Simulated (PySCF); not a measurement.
Assignment exercise: C₁₀H₁₈OSi

Cartesian coordinates in Å; atom numbers follow the order of the lines, from 1:
```xyz
30

Si    0.1529    0.5281    0.6975
C     0.1621    0.1014    2.5156
C     0.6944    0.8653    3.4770
H    -0.3072   -0.8490    2.8021
H     1.1766    1.8244    3.2533
H     0.6763    0.5737    4.5335
C     1.8924    0.8022    0.0502
C     3.0064    0.5478    0.7474
H     2.0130    1.2247   -0.9579
H     2.9656    0.1356    1.7619
H     4.0065    0.7396    0.3412
C    -0.8194    2.0981    0.3813
C    -1.5182    2.7492    1.3186
H    -0.8173    2.5183   -0.6343
H    -1.5621    2.3906    2.3533
H    -2.0752    3.6676    1.0998
O    -0.5906   -0.7903   -0.0052
C    -0.6642   -1.2708   -1.3378
C     0.6020   -2.0680   -1.6426
C    -1.8897   -2.1765   -1.3866
C    -0.8257   -0.1175   -2.3258
H     0.5580   -2.5144   -2.6479
H     1.4916   -1.4230   -1.5878
H     0.7223   -2.8754   -0.9056
H    -1.7885   -2.9816   -0.6442
H    -2.0111   -2.6294   -2.3820
H    -2.7952   -1.6008   -1.1448
H     0.0542    0.5454   -2.3127
H    -1.7158    0.4799   -2.0782
H    -0.9377   -0.4964   -3.3526
```

Level of theory: GIAO B3LYP/pcSseg-1 shieldings, structure optimised with PBE0-D3(BJ)/def2-SVP, in PySCF (no solvent model, rapidly exchanging positions averaged, no relativistic terms, one computed conformer).

Referencing at the same level of theory: 13C (179.24 ppm), 1H (31.38 ppm) vs TMS.

**Question.** Assign these signals to the numbered atoms. 13C{1H} NMR (computed): δ 145.0, 143.5, 73.4, 34.2.

**Answer.** 
```tsv
δ (ppm)	atoms	environment	reason
145.0	C2/C7/C12	carbon bonded to C, Si, H	–
143.5	C3/C8/C13	carbon bonded to C, 2 H	–
73.4	C18	carbon bonded to 3 C, O	–
34.2	C19/C20/C21	carbon bonded to C, 3 H	–
```

C2/C7/C12 and C3/C8/C13 lie closer than the usual error of such a calculation, so a measured spectrum could show them in the other order.

**Question.** Assign these signals to the numbered atoms. 1H NMR (400 MHz, computed): δ 6.26 (m, 3H), 6.14 (m, 6H), 1.30 (s, 9H).

**Answer.** 
6.26 → H4/H9/H14, hydrogen on a carbon bonded to C, Si
6.14 → H5/H6/H10/H11/H15/H16, hydrogen on a carbon bonded to C
1.30 → H22/H23/H24/H25/H26/H27/H28/H29/H30, hydrogen on a carbon bonded to C

Shifts are as computed. Against solution values, carbons near 30 ppm lie about +2 ppm off and those near 130 ppm about +6 ppm. Of 1313 compounds with measured shifts, 239 miss one by over three times the rms of a fit or turn the order of signals round; such compounds aren't used in these exercises. No couplings were computed; multiplicities are counted from neighbouring protons, with m where these are inequivalent, close in shift, in a saturated or five-membered ring or joined by F or P, and br s for small geminal =CH2 splittings.
